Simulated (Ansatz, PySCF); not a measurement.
I₃In, SMILES [I][In-]([I])[I], charge -1, multiplicity 2. Atoms are numbered in the order given.

```xyz
4

In     0.0000     0.0000    -0.7159
I      2.3253     1.3425     0.2219
I     -2.3253     1.3425     0.2219
I      0.0000    -2.6850     0.2219
```
Charge -1, spin multiplicity 2.

Geometry optimised at PBE0-D3(BJ)/def2-SVPD. The def2 effective core potentials stand for the cores of I, In; spin–orbit coupling is left out.

Two levels are set side by side: PBE-D3(BJ)/def2-SVPD (Ansatz, a quantum-chemistry and plane-wave program) and PBE0-D3(BJ)/def2-SVPD (Ansatz). Each level has its own optimised geometry; the coordinates shown are those of the second. Frequencies come from the Hessian of PySCF at each geometry. Differences are taken from unrounded values.

```json
[
 {"quantity": "mean bond length (Å)", "PBE0-D3(BJ)": "2.844"},
 {"quantity": "bond In1–I2 (Å)", "PBE0-D3(BJ)": "2.844"},
 {"quantity": "bond In1–I3 (Å)", "PBE0-D3(BJ)": "2.844"},
 {"quantity": "bond In1–I4 (Å)", "PBE0-D3(BJ)": "2.844"},
 {"quantity": "highest harmonic wavenumber (cm⁻¹)", "PBE0-D3(BJ)": "160"},
 {"quantity": "mean harmonic wavenumber (cm⁻¹)", "PBE0-D3(BJ)": "95"},
 {"quantity": "zero-point energy (kcal/mol)", "PBE0-D3(BJ)": "0.81"}
]
```

### Question
What does PBE-D3(BJ) give, and how far is it from PBE0-D3(BJ)? (An estimate is asked for; the answer gives what the named calculation found.)

### Answer

```tsv
quantity	PBE-D3(BJ)	PBE-D3(BJ) minus PBE0-D3(BJ)
mean bond length (Å)	2.893	0.049
bond In1–I2 (Å)	2.893	0.049
bond In1–I3 (Å)	2.893	0.049
bond In1–I4 (Å)	2.893	0.049
highest harmonic wavenumber (cm⁻¹)	149	-11
mean harmonic wavenumber (cm⁻¹)	86	-9
zero-point energy (kcal/mol)	0.74	-0.08
```

GGA bonds tend to be longer and softer than those of functionals with exact exchange. Differences between two approximate levels are no errors against the true value.
